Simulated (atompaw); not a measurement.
Before and after: PAW (atompaw) potential for germanium (Ge)

```json
{
 "Element": "germanium (Ge)",
 "Generator": "atompaw 4.2.0.5",
 "Type": "PAW",
 "Functional": "LDA (PW92)",
 "Relativity": "scalar-relativistic",
 "Frozen core": "[Ar] 3d10",
 "Valence charge": "4",
 "Reference configuration": "4s1.75 4p2.25",
 "Partial waves": "4s (bound): rc 2.30 bohr; 4s channel at -0.45 Ry: rc 2.30 bohr; 4p (bound): rc 2.30 bohr; 4p channel at 2.2 Ry: rc 2.30 bohr; 4d channel at 0.2 Ry: rc 2.30 bohr; 4d channel at 2.1 Ry: rc 2.30 bohr",
 "Local potential": "ultrasoft scheme with l = 3 at -0.5 Ry, radius 2.20 bohr",
 "Core correction": "smooth core density matched at 1.60 bohr",
 "Augmentation charge": "sinc compensation charge, radius 1.70 bohr; PAW radius 2.30 bohr; waves and projectors: custom rrkj gramschmidtortho"
}
```

Change: local potential vpsmatchnc scheme with l = 3 at -0.5 Ry, radius 2.20 bohr.

Cutoffs: the cutoffs (Ry, on a coarse ladder) from which the occupation-weighted sum of valence levels, in a spherical-Bessel basis at the reference potential, stays within 10 and 1 mRy of its value at 400 Ry; they do not see the model core or the augmentation charge, which bear on the density cutoff.

What does the change do?

Both files are so soft that the ladder of cutoffs tells neither apart; the range in which the s phases agree narrows (upper end 3.1 → 1.7); neither file shows a bound ghost.

| quantity | base | changed |
| --- | --- | --- |
| cutoff, loose | 8 Ry | 8 Ry |
| cutoff, tight | 12 Ry | 12 Ry |
| bound ghosts | none | none |
| s: phases at 2.31 bohr within 0.05 rad from the reference energy up to (Ry; the scan ends near 5) | 3.1 | 1.7 |
| p: phases at 2.31 bohr within 0.05 rad from the reference energy up to (Ry; the scan ends near 5) | to the end of the scan | to the end of the scan |
| d: phases at 2.31 bohr within 0.05 rad from the reference energy up to (Ry; the scan ends near 5) | 3.4 | 2.6 |
| lowest overlap eigenvalue by channel | s 0.39, p 0.63, d 0.95 | s 0.29, p 0.53, d 0.95 |

 The cutoffs see the waves, projectors and local potential, not the compensation charge or the core.
